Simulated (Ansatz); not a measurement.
Geometry optimisation, RKS PBE0-D4/def2-SVP (Ansatz 0.2.0).

input.yaml

```yaml
crystal:
  periodic: [false, false, false]
  atoms:
    - { symbol: Si, position_ang: [-0.663061, -0.314004, 1.074625] }
    - { symbol: H, position_ang: [1.787308, 0.279155, 2.11365] }
    - { symbol: H, position_ang: [-0.141014, -1.496498, 1.810273] }
    - { symbol: H, position_ang: [-0.709839, 0.921481, 1.889079] }
    - { symbol: O, position_ang: [-2.222596, -0.560328, 0.573728] }
    - { symbol: H, position_ang: [1.86033, 0.262577, 1.414555] }
    - { symbol: O, position_ang: [0.382422, -0.105443, -0.275641] }
    - { symbol: Si, position_ang: [0.497623, 0.471912, -1.824567] }
    - { symbol: H, position_ang: [-2.420306, -1.393566, 0.132102] }
    - { symbol: H, position_ang: [1.489072, 1.586981, -1.865621] }
    - { symbol: H, position_ang: [0.963101, -0.625048, -2.725071] }
    - { symbol: H, position_ang: [-0.82314, 0.972682, -2.317212] }
basis:
  gaussian: { orbitals: def2-SVP }
hamiltonian:
  xc: pbe0
  dispersion: d4
relax:
  f_tol: 0.03
  max_steps: 50
```

Run as:

```bash
$ ansatz run input.yaml --threads 2 --pin off --max-ram 3072MiB --backend cpu --events-out ev --progress --plain --runs-dir out
```

Q: Where does it end, and by what steps?

A: The run converged. The force dipped under the threshold on the way, but the program's further checks kept it going. After 17 steps the energy has fallen by 0.218 eV; H2 moved furthest, 1.10 Å.

```csv
step,energy less start (eV),largest force component (eV/Å),accepted
0,0.0000,2.537,yes
1,-0.1513,0.789,yes
2,-0.1938,0.296,yes
3,-0.1954,0.213,yes
4,-0.2084,0.106,yes
5,-0.2108,0.050,yes
6,-0.2125,0.026,yes
7,-0.2106,0.432,no
8,-0.2135,0.014,yes
9,-0.2143,0.142,yes
10,-0.2150,0.117,yes
11,-0.2155,0.108,yes
12,-0.2160,0.116,yes
13,-0.2164,0.073,yes
14,-0.2169,0.026,yes
15,-0.2174,0.098,yes
16,-0.2178,0.071,yes
17,-0.2184,0.029,yes
```

```xyz
12
Properties=species:S:1:pos:R:3
Si -0.969 -0.324 1.005
H 2.803 0.412 1.723
H -0.462 -1.362 1.945
H -1.089 1.012 1.642
O -2.494 -0.688 0.468
H 2.266 0.152 1.248
O 0.122 -0.272 -0.241
Si 0.522 0.494 -1.660
H -2.643 -1.579 0.138
H 1.342 1.707 -1.370
H 1.312 -0.452 -2.498
H -0.710 0.901 -2.401
```

Whether the end is a true minimum wasn't checked by a vibrational analysis.

Run time: 50 s on 2 threads of Intel(R) Xeon(R) Platinum 8175M CPU @ 2.50GHz (Skylake/Cascade Lake) (shared host), peak memory 0.24 GiB.
